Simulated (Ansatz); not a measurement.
Isomers of C2H10Si3, relaxed with PBE0-D4/def2-TZVP in Ansatz; electronic energies, one conformer each and not always the lowest. Functionals use def2-TZVPP; CBS adds triple-zeta CCSD(T) − MP2 to the MP2 limit of def2-TZVPP and def2-QZVPP.

Question: Order them by energy at frozen-core CCSD(T)/CBS, lowest first. (Best estimate.)
A. `C=C([SiH3])[SiH2][SiH3]`
B. `C[Si@H]1C[Si@@H]1[SiH3]`
C. `C[SiH2]C1[SiH2][SiH2]1`
D. `C1[SiH2]C[SiH2][SiH2]1`
E. `[SiH3]CC1[SiH2][SiH2]1`
F. `[SiH3]C=C([SiH3])[SiH3]`

Answer: D (0.0 kJ/mol), A (160.8 kJ/mol), C (165.0 kJ/mol), F (175.9 kJ/mol), B (184.6 kJ/mol), E (207.8 kJ/mol).

Question: How do PBE0-D4, B3LYP, HF/CBS(def2), B2PLYP place them (kJ/mol, against `C1[SiH2]C[SiH2][SiH2]1`)? (An estimate is asked.)

Answer: The calculation gave: 
```json
{"isomer": "`C[SiH2]C1[SiH2][SiH2]1`", "PBE0-D4": "166.5", "B3LYP": "160.8", "HF/CBS(def2)": "186.6", "B2PLYP": "163.7"}
{"isomer": "`C=C([SiH3])[SiH2][SiH3]`", "PBE0-D4": "177.5", "B3LYP": "140.2", "HF/CBS(def2)": "128.5", "B2PLYP": "150.2"}
{"isomer": "`[SiH3]C=C([SiH3])[SiH3]`", "PBE0-D4": "200.9", "B3LYP": "157.7", "HF/CBS(def2)": "141.3", "B2PLYP": "164.6"}
{"isomer": "`[SiH3]CC1[SiH2][SiH2]1`", "PBE0-D4": "208.0", "B3LYP": "197.4", "HF/CBS(def2)": "213.0", "B2PLYP": "202.7"}
{"isomer": "`C[Si@H]1C[Si@@H]1[SiH3]`", "PBE0-D4": "168.8", "B3LYP": "177.9", "HF/CBS(def2)": "237.0", "B2PLYP": "183.6"}
```

B3LYP here is the variant with VWN-RPA as its local correlation; programs differ in this.
